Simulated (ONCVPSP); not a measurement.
# zirconium (Zr): one change to an ONCV potential, before and after

```json
{
  "Element": "zirconium",
  "Generator": "ONCVPSP 4.0.1",
  "Type": "optimised norm-conserving Vanderbilt (ONCV)",
  "Functional": "LDA (Perdew-Wang 92)",
  "Relativity": "scalar-relativistic",
  "Frozen core": "[Ar] 3d10",
  "Valence charge": "12",
  "Reference configuration": "4s2 4p6 4d2.5 5s1.5",
  "Partial waves": "4s+5s: rc 2.15 bohr, ncon 4, nbas 7, qcut 5.9 1/bohr, 2 projectors; 4p: rc 1.30 bohr, ncon 5, nbas 10, qcut 7 1/bohr, 3 projectors, debl 2.6 Ha; 4d: rc 2.40 bohr, ncon 5, nbas 9, qcut 5.6 1/bohr, 2 projectors, debl 0.7 Ha",
  "Local potential": "polynomial inside 0.85 bohr (lpopt 2, dvloc0 0 Ha)",
  "Core correction": "Teter function, fcfact 5.25, rcfact 1.05"
}
```

All-electron outer shells of the reference configuration (LDA (PZ), scalar-relativistic, ld1.x):

```tsv
shell	level (eV)	outermost node (bohr)	outermost maximum (bohr)
3d	-173.75	–	0.35
4s	-53.41	0.55	1.08
4p	-31.46	0.56	1.17
5s	-4.29	1.47	3.15
4d	-3.06	0.58	1.63
```

Change: all radii but the core radius scaled by about 1.07 (s 2.30, p 1.38, d 2.56 bohr); local potential polynomial inside 0.90 bohr (lpopt 2, dvloc0 0 Ha).

Cutoffs: the cutoffs (Ha) at which the residual kinetic energy of the hardest occupied pseudo-wave falls to 1 and 0.1 mHa per electron; they do not see the model core or the augmentation charge, which bear on the density cutoff. Errors are all-electron minus pseudo energies relative to the spin-unpolarised reference configuration.

What does the change do?

The potential gets neither clearly harder nor softer (25 Ha and 109 Ha → 24 Ha and 101 Ha); the bound ghost in p disappears; the errors of the 3 common tests hardly move.

```tsv
quantity	base	changed
cutoff, loose	25 Ha	24 Ha
cutoff, tight	109 Ha	101 Ha
loose cutoff by channel	s 11 Ha, p 25 Ha, d 12 Ha	s 8.8 Ha, p 24 Ha, d 12 Ha
bound ghosts	p	none
GHOST(+) flags under 300 eV	s at 83.1 eV	s at 81.3 eV
tests with a reliable result	3 of 4	3 of 4
error for 4s2 4p6 4d2 5s2, meV [ΔE -0.52 eV]	+0.8	+1.0
error for 4s2 4p6 4d2 5s1, meV [ΔE 6.82 eV]	+0.2	+0.4
error for 4s2 4p6 4d2 5s0, meV [ΔE 20.06 eV]	-3.9	-4.3
rms error of d²Exc/dni dnj with the model core, mHa	1.45	1.48
```

 A true bound ghost makes a file unfit for plane-wave use even where its test errors are small: the radial tests pick states by their node count and pass the ghost by.
